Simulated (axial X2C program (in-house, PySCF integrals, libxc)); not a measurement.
## Which functional? An output for InSi⁺

An SCF output computed with an in-house all-electron X2C program for linear molecules (integrals from PySCF) for InSi⁺ at 3.092 Å, two-component, state Ω = 2, In dyall-cv3z [11s12p9d4f1g], Si dyall-v3z [8s7p2d1f] (cores contracted in-house), without its first line:

```
basis functions 175  fitting functions 949  grid points 5084
iter        total energy     max residual
   1      -6165.070214746     2.32e-01
   2      -6165.094736100     5.32e-03
   3      -6165.095696833     1.71e-03
   4      -6165.095870690     8.58e-04
   5      -6165.095910974     5.95e-04
   6      -6165.095936747     2.35e-04
   7      -6165.095945987     1.25e-04
   8      -6165.095949882     9.96e-05
   9      -6165.095951832     7.29e-05
  10      -6165.095952614     5.33e-05
  11      -6165.095953257     2.56e-05
  12      -6165.095953441     9.08e-06
  13      -6165.095953458     6.73e-06
  14      -6165.095953465     4.67e-06
  15      -6165.095953469     2.83e-06
  16      -6165.095953470     1.67e-06
converged
one-electron -8708.83333399  Coulomb 2608.41982985  exact exchange -178.77421615  xc functional 0.00000000  nuclear repulsion 117.40477577  atomic mean-field constant -3.31300896
```

Task: Which level of theory produced it?
A. PBE0
B. HF
C. BHandHLYP

Result: B. The exact-exchange term against the functional term shows a share of 1 of exact exchange.
